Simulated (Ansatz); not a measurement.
Geometry optimisation, Ansatz, RKS r2SCANh/def2-SVP.

The input (input.yaml):

```yaml
crystal:
  periodic: [false, false, false]
  atoms:
    - { symbol: B, position_ang: [-0.5381, -0.8543, 0.1742] }
    - { symbol: Br, position_ang: [1.5903, -1.4756, 1.0398] }
    - { symbol: O, position_ang: [-0.4865, -0.4124, -1.0589] }
    - { symbol: C, position_ang: [0.0961, 0.7643, -0.5078] }
    - { symbol: H, position_ang: [0.9962, 0.3421, 0.4581] }
    - { symbol: Cl, position_ang: [-1.7678, -1.0424, 1.3032] }
    - { symbol: H, position_ang: [-0.6346, 1.4799, -0.1431] }
    - { symbol: H, position_ang: [0.7444, 1.1984, -1.2655] }
basis:
  gaussian: { orbitals: def2-SVP }
hamiltonian:
  xc: r2scanh
relax:
  f_tol: 0.15
  max_steps: 25
  restrain:
    - { distance: [4, 1], at: 1.51, k: 30.0 }
    - { distance: [0, 3], at: 1.6, k: 30.0 }
    - { distance: [0, 1], at: 3.34, k: 30.0 }
    - { distance: [4, 3], at: 2.37, k: 30.0 }
```

Command:

```bash
$ ansatz run input.yaml --threads 4 --pin off --max-ram 5120MiB --backend cpu --events-out ev --progress --plain --runs-dir out
```

Problem. Where does it end, and by what steps?

Solution. It converged. The restraints hold the end off the free minimum. After 12 steps the energy has fallen by 0.244 eV (the restraints' own energy left out); H5 moved furthest, 0.77 Å. Joined: Br2–H5 (2.00 → 1.47 Å).

```json
{"step": "0", "energy less start (eV)": "0.0000", "largest force component (eV/Å)": "2.761", "accepted": "yes"}
{"step": "1", "energy less start (eV)": "1.3530", "largest force component (eV/Å)": "3.216", "accepted": "yes"}
{"step": "2", "energy less start (eV)": "2.0054", "largest force component (eV/Å)": "4.863", "accepted": "yes"}
{"step": "3", "energy less start (eV)": "1.6862", "largest force component (eV/Å)": "3.853", "accepted": "yes"}
{"step": "4", "energy less start (eV)": "0.5368", "largest force component (eV/Å)": "2.357", "accepted": "yes"}
{"step": "5", "energy less start (eV)": "0.0975", "largest force component (eV/Å)": "3.597", "accepted": "yes"}
{"step": "6", "energy less start (eV)": "-0.1301", "largest force component (eV/Å)": "1.166", "accepted": "yes"}
{"step": "7", "energy less start (eV)": "-0.2008", "largest force component (eV/Å)": "0.915", "accepted": "yes"}
{"step": "8", "energy less start (eV)": "-0.2236", "largest force component (eV/Å)": "0.949", "accepted": "yes"}
{"step": "9", "energy less start (eV)": "-0.2357", "largest force component (eV/Å)": "1.004", "accepted": "yes"}
{"step": "10", "energy less start (eV)": "-0.2424", "largest force component (eV/Å)": "0.934", "accepted": "yes"}
{"step": "11", "energy less start (eV)": "-0.2357", "largest force component (eV/Å)": "0.998", "accepted": "yes"}
{"step": "12", "energy less start (eV)": "-0.2439", "largest force component (eV/Å)": "0.897", "accepted": "yes"}
```

```xyz
8
Properties=species:S:1:pos:R:3
B -0.897 -0.391 0.064
Br 2.156 -1.305 1.083
O -0.961 -0.292 -1.253
C -0.185 0.834 -0.599
H 1.289 -0.115 0.998
Cl -1.576 -1.362 1.310
H -0.693 1.798 -0.701
H 0.866 0.833 -0.903
```

Run time: 66 s on 4 threads of Arm Neoverse N1, on a shared host, peak memory 0.28 GiB.
